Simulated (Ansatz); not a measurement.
CH₈O₂Si₂ (`C[Si](O)(O)[SiH3]`), relaxed with RKS PBE0-D4/def2-TZVP in Ansatz 0.2.0 from a GFN2-xTB geometry. The force threshold is 0.005 eV/Å; the program also tests the step.

The species carries charge 0 and has multiplicity 1.

Start:

```xyz
13

C    -1.637   -0.153   -0.691
Si    0.229    0.140   -0.403
O     1.123   -0.727   -1.450
O     0.562    1.702   -0.800
Si    0.986   -0.470    1.679
H    -1.878   -1.211   -0.650
H    -2.244    0.344    0.062
H    -1.958    0.217   -1.663
H     1.222   -0.443   -2.356
H     0.130    2.422   -0.351
H     1.894    0.521    2.276
H    -0.125   -0.593    2.637
H     1.696   -1.749    1.709
```

By how much does the energy fall, and how many steps does the optimiser take? (Best estimate.)

The calculation gave: 3.00 kcal/mol, in 25 steps, 3 of them rejected.

Which bonds change most? (Best estimate.)

Ansatz gave: Si2–Si5 from 2.298 to 2.347 Å; C1–Si2 from 1.911 to 1.866 Å; Si5–H13 from 1.464 to 1.489 Å; Si5–H12 from 1.471 to 1.492 Å.

Give the relaxed structure. (Best estimate.)

Computed: 
```xyz
13

C    -1.537   -0.273   -0.715
Si    0.243    0.200   -0.413
O     1.269   -0.519   -1.475
O     0.418    1.832   -0.624
Si    0.974   -0.479    1.711
H    -1.662   -1.356   -0.644
H    -2.204    0.187    0.020
H    -1.861    0.041   -1.712
H     1.311   -0.152   -2.361
H    -0.318    2.393   -0.376
H     2.390   -0.091    1.949
H     0.132    0.170    2.758
H     0.846   -1.953    1.882
```
